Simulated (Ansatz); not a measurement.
`C[O][InH][CH3]`. Charge 0, multiplicity 1. In: def2 effective core potential.

| atom | x (Å) | y (Å) | z (Å) |
| --- | --- | --- | --- |
| C1 | 0.381 | -1.869 | 0.004 |
| O2 | -0.412 | -1.247 | 0.969 |
| In3 | -0.823 | 0.706 | 0.984 |
| C4 | 0.087 | 1.750 | -0.648 |
| H5 | 0.769 | -1.184 | -0.766 |
| H6 | 1.249 | -2.354 | 0.471 |
| H7 | -0.187 | -2.652 | -0.517 |
| H8 | -1.819 | 1.082 | 2.318 |
| H9 | -0.144 | 2.814 | -0.616 |
| H10 | 1.170 | 1.618 | -0.607 |
| H11 | -0.272 | 1.335 | -1.592 |

List the harmonic frequencies (cm⁻¹, unscaled) at PBE0-D4/def2-TZVP in Ansatz. (Best estimate.)

Ansatz gave: 48, 71, 108, 121, 217, 383, 462, 520, 528, 700, 727, 1131, 1175, 1194, 1198, 1448, 1450, 1476, 1486, 1497, 1862, 2962, 3017, 3033, 3064, 3151, 3168.

Is this a minimum?

Yes, all 27 modes are real.

Give the ideal-gas thermochemistry at 298.15 K and 1 bar (rigid rotor, harmonic oscillator; point group Cs, symmetry number 1).

Zero-point energy 216.5 kJ/mol; H(298) − E = 239.3 kJ/mol; entropy 372.4 J/(mol·K), of which translation 172.3, rotation 111.1, vibration 89.0; G(298) − E = 128.2 kJ/mol. Modes under 100 cm⁻¹ are hindered rotations or soft bends, so the harmonic entropy is rough.
